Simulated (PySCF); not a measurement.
Two-dimensional NMR puzzle

Compound of formula C5H3ClO2. Correlations simulated from computed shifts and the bond graph:

HSQC (one-bond C–H):
| δH | δC |
| --- | --- |
| 7.69 | 146.1 |
| 7.44 | 118.1 |
| 6.69 | 112.2 |

COSY cross peaks (H two or three bonds apart, from the bond graph; peaks can be absent where the dihedral angle is near 90°):
| δH | δH |
| --- | --- |
| 7.69 | 6.69 |
| 7.44 | 6.69 |

HMBC (two and three bonds, from the bond graph):
| δH | δC |
| --- | --- |
| 7.69 | 145.8, 118.1, 112.2 |
| 7.44 | 158.5, 146.1, 145.8, 112.2 |
| 6.69 | 146.1, 145.8, 118.1 |

Carbons without hydrogens: δ 158.5, 145.8.

- GIAO KT3/pcSseg-2 shieldings
- geometry: PBE0-D3(BJ)/def2-TZVP
- code: PySCF 2.14
- isolated molecule, a single conformation, non-relativistic

Scale: 1H (σ = 31.63 ppm), 13C (σ = 183.24 ppm) vs TMS (reference shieldings calculated alike).

Exchangeable hydrogens are left out of these lists.

Work out the connectivity.

Answers

`InChI=1S/C5H3ClO2/c6-5(7)4-2-1-3-8-4/h1-3H`.

Atoms are numbered as in `[O:1]=[C:2]([Cl:3])[c:4]1[cH:5][cH:6][cH:7][o:8]1`. Hydrogens are named by the atom that carries them.

δC 158.5 is C2, a carbonyl carbon. δC 146.1 is C7, an aromatic CH next to the ring oxygen (δH 7.69). δC 145.8 is C4, a substituted aromatic carbon next to the ring oxygen. δC 118.1 is C5, an aromatic CH (δH 7.44). δC 112.2 is C6, an aromatic CH (δH 6.69). HMBC from δH 7.69 reaches the proton-free carbon C4. HMBC from δH 7.44 reaches the proton-free carbons C2, C4. HMBC from δH 6.69 reaches the proton-free carbon C4. COSY links 7.69–6.69, 7.44–6.69.

This is the structure that produced the data.

Carbons that carry Cl, above all several Cl atoms, come out too deshielded, partly because spin–orbit coupling is missing. Shifts are as computed. Against solution values, carbons near 30 ppm lie about +3 ppm off and those near 130 ppm about -1 ppm; carbons on Cl a further +7 ppm. Of 1211 compounds with measured shifts, 218 miss one by over three times the rms of a fit or turn the order of signals round; such compounds aren't used in these exercises.
